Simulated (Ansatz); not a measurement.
A calculation with Ansatz (development build ahead of 0.2.0).

```yaml
crystal:
  periodic: [false, false, false]
  atoms:
    - { symbol: Li, position_ang: [0.01536, -0.04757, -1.29714] }
    - { symbol: Be, position_ang: [-0.02594, -0.00611, 1.34055] }
basis:
  gaussian: { orbitals: def2-SVP }
magnetization:
  initial_magnetization: 1
hamiltonian:
  xc: hf
correlation:
  method: ccsd_t
  frozen_orbitals: { Be: 0, Li: 0 }
```

The input is written out in the form of the current development build from the run's settings. Correlation on restricted open-shell orbitals is semicanonical, with singles.

Output:

```
Converged          : yes
Reference energy   : -21.97979 hartree
Correlation energy : -0.04799 hartree
Total energy       : -22.02778 hartree
Stability test     : minimum among restricted orbitals
```
